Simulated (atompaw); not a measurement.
## What one change does to a pseudopotential (molybdenum, PAW (atompaw))

```
Element                 : Mo (Z = 42)
Generator               : atompaw 4.2.0.5
Type                    : PAW
Functional              : PBE
Relativity              : scalar-relativistic
Frozen core             : [Ar] 3d10
Valence charge          : 14
Reference configuration : 4s2 4p6 4d4 5s0 5p0 (charge +2)
Partial waves           : 4s (bound): rc 2.05 bohr; 5s (bound, empty): rc 2.55 bohr; 4p (bound): rc 1.60 bohr; 5p (bound, empty): rc 2.15 bohr; 4d (bound): rc 2.55 bohr; 4d channel at -0.9 Ry: rc 2.55 bohr
Local potential         : bessel scheme, radius 1.95 bohr
Core correction         : smooth core density matched at 1.70 bohr
Augmentation charge     : besselshape compensation charge, radius 2.15 bohr; PAW radius 2.55 bohr; waves and projectors: custom rrkj gramschmidtortho
```

Change: all radii scaled by about 0.88 (s 1.80, p 1.40, d 2.24 bohr); local potential bessel scheme, radius 1.70 bohr; augmentation besselshape compensation charge, radius 1.88 bohr; PAW radius 2.24 bohr; waves and projectors: custom rrkj gramschmidtortho; core correction smooth core density matched at 1.48 bohr.

Cutoffs: the cutoffs (Ry, on a coarse ladder) from which the occupation-weighted sum of valence levels, in a spherical-Bessel basis at the reference potential, stays within 10 and 1 mRy of its value at 400 Ry; they do not see the model core or the augmentation charge, which bear on the density cutoff.

Question: What does the change do?

Answer: The potential gets harder (30 Ry and 55 Ry → 40 Ry and 70 Ry); neither file shows a bound ghost. A smaller radius makes the pseudo-wave follow the all-electron one further in, where it bends more sharply, so more plane waves are needed.

| quantity | base | changed |
| --- | --- | --- |
| cutoff, loose | 30 Ry | 40 Ry |
| cutoff, tight | 55 Ry | 70 Ry |
| loose cutoff by channel (10 mRy a level) | s 12 Ry, p 25 Ry, d 12 Ry | s 15 Ry, p 30 Ry, d 18 Ry |
| bound ghosts | none | none |
| lowest overlap eigenvalue by channel | s 0.46, p 0.07, d 0.58 | s 0.47, p 0.09, d 1.00 |

 The cutoffs see the waves, projectors and local potential, not the compensation charge or the core.
